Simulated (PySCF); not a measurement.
A species of formula C3HF2NS has this rotational fingerprint, computed with PySCF 2.14.0, PBE0-D3(BJ)/def2-SVP geometry optimisation, gas phase:

```
Rotational constants : A = 4247, B = 1950, C = 1336 MHz
Dipole components    : |μa| = 0.52 D, |μb| = 2.49 D, |μc| = 0.00 D
Inertial defect      : 0.00 u·Å²
κ                    : -0.58
```

Task: Which candidate fits, each taken in the one conformer that was computed?
A. `Fc1csc(F)n1`
B. `Fc1ncsc1F`

Result: A. It is Fc1csc(F)n1, an asymmetric top, point group Cs. The candidates at the same level (rigid rotor, commonest isotopes):

| SMILES | A (MHz) | B (MHz) | C (MHz) | μa (D) | μb (D) | μc (D) | Δ (u·Å²) | point group | rotor |
| --- | --- | --- | --- | --- | --- | --- | --- | --- | --- |
| Fc1ncsc1F | 3374 | 2499 | 1436 | 2.47 | 0.30 | 0.00 | 0.00 | Cs | asymmetric top |
| Fc1csc(F)n1 | 4247 | 1950 | 1336 | 0.52 | 2.49 | 0.00 | 0.00 | Cs | asymmetric top |

`Fc1ncsc1F` has B 28 % too high. In the right answer the mirror of this Cs structure is the ab plane, so μc vanishes by symmetry. No structure here is proved a minimum.
